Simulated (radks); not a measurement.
Question: These are the eigenvalues of the occupied orbitals of an atom or ion with whole-number occupations (eV). Method: non-relativistic Kohn-Sham, TPSS, spin-polarised, spherical densities, point nucleus; meta-GGA in the generalised Kohn-Sham scheme; computed with a radial shooting solver on a logarithmic mesh with Libxc functionals.

1s: -2512.546
2s: -313.1705
2p: -258.6121

Which element is it, and in what charge state? The configuration may be excited. Open shells, if any, are filled with parallel spins first.

Answer: Z = 16, sulfur, charge +6: S6+ in [Ne]. The list shows which subshells hold electrons but not how many an open one holds; the 1s level, -92.334 hartree, gives Z - s = 13.6 by -(Z - s)^2/2, which with screening narrows Z to a few neighbours, and the depths of the outer levels then fix element, charge and occupations together.
